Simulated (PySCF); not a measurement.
PySCF input (B3PW91/6-31G* (5d)):

```python
from pyscf import gto, dft

mol = gto.M(
    atom='''
    Cl   -0.19477400    0.86765600   -1.55739100
    C    -0.30337200    0.04547400    0.05466500
    Cl   -2.01233100    0.15812500    0.63518100
    C     0.73382400    0.67083700    1.00756800
    Si    1.92085500   -0.70793600    0.45160100
    C     0.22824400   -1.39471200   -0.07996500
    H     0.42505600    0.49964000    2.03995700
    H     0.91577800    1.72947700    0.85657500
    H     2.63238300   -1.44472500    1.52020300
    H     2.85718900   -0.36408500   -0.63676400
    H    -0.18918200   -2.00983200    0.71869500
    H     0.03541800   -1.86723500   -1.03713000
    ''',
    basis='6-31g*',
    charge=0,
    spin=0,
    verbose=4,
)

mf = dft.RKS(mol, xc='b3pw91')
mf.grids.level = 3
mf.conv_tol = 1e-9
mf.max_cycle = 100
mf.max_memory = 1500
mf.kernel()
if not mf.converged:
    mf = mf.newton()
    mf.kernel(mf.make_rdm1())
mf.dip_moment()
```

From the output:

```
damping factor = 0
level_shift factor = 0
DIIS = <class 'pyscf.scf.diis.CDIIS'>
diis_start_cycle = 1
diis_space = 8
diis_damp = 0
SCF conv_tol = 1e-09
SCF conv_tol_grad = None
SCF max_cycles = 100
direct_scf = True
direct_scf_tol = 1e-13
XC library pyscf.dft.libxc version 7.1.2
    S. Lehtola, C. Steigemann, M. J. T. Oliveira, and M. A. L. Marques,  SoftwareX 7, 1–5 (2018)
XC functionals = b3pw91
    A. D. Becke,  J. Chem. Phys. 98, 5648 (1993)
radial grids:
    Treutler-Ahlrichs [JCP 102, 346 (1995); DOI:10.1063/1.469408] (M4) radial grids

becke partition: Becke, JCP 88, 2547 (1988); DOI:10.1063/1.454033
pruning grids: <function nwchem_prune>
grids dens level: 3
symmetrized grids: False
atomic radii adjust function: <function treutler_atomic_radii_adjust>
small_rho_cutoff = 0
Set gradient conv threshold to 3.16228e-05
Initial guess from minao.
tot grids = 158144
init E= -1328.12362527692
  HOMO = -0.332401376051869  LUMO = -0.0578712490366988  gap/eV = 7.47035
cycle= 1 E= -1327.52693180724  delta_E= 0.597  |g|= 0.499  |ddm|= 3.27
  HOMO = -0.2653226967352  LUMO = -0.0214783455784722  gap/eV = 6.63534
cycle= 2 E= -1327.4719273033  delta_E= 0.055  |g|= 0.705  |ddm|= 1.14
  HOMO = -0.286377552007599  LUMO = 0.00165823628709516  gap/eV = 7.83785
cycle= 3 E= -1327.59124472865  delta_E= -0.119  |g|= 0.0947  |ddm|= 0.658
  HOMO = -0.297417800702861  LUMO = -0.0116991658502634  gap/eV = 7.77480
cycle= 4 E= -1327.59338368843  delta_E= -0.00214  |g|= 0.0308  |ddm|= 0.132
  HOMO = -0.296689568108458  LUMO = -0.0104817143081037  gap/eV = 7.78811
cycle= 5 E= -1327.59362464124  delta_E= -0.000241  |g|= 0.00811  |ddm|= 0.0439
  HOMO = -0.296091692363255  LUMO = -0.00943006700563886  gap/eV = 7.80046
cycle= 6 E= -1327.59364445594  delta_E= -1.98e-05  |g|= 0.000926  |ddm|= 0.0128
  HOMO = -0.296150428919109  LUMO = -0.00950121324463371  gap/eV = 7.80012
cycle= 7 E= -1327.5936447412  delta_E= -2.85e-07  |g|= 0.000178  |ddm|= 0.00168
  HOMO = -0.296155616492622  LUMO = -0.00950626760037565  gap/eV = 7.80013
cycle= 8 E= -1327.59364475009  delta_E= -8.9e-09  |g|= 5.2e-05  |ddm|= 0.000317
  HOMO = -0.296153141765209  LUMO = -0.00950308325959925  gap/eV = 7.80015
cycle= 9 E= -1327.59364475092  delta_E= -8.27e-10  |g|= 1.24e-05  |ddm|= 9.25e-05
  HOMO = -0.296151518303551  LUMO = -0.00950278412082994  gap/eV = 7.80011
Extra cycle  E= -1327.59364475091  delta_E= 6.59e-12  |g|= 1.37e-05  |ddm|= 3.9e-05
converged SCF energy = -1327.59364475091
Dipole moment(X, Y, Z, Debye):  1.90078, -1.11138,  1.22714
```

The geometry given is a B3LYP-D3(BJ)/def2-TZVP minimum.
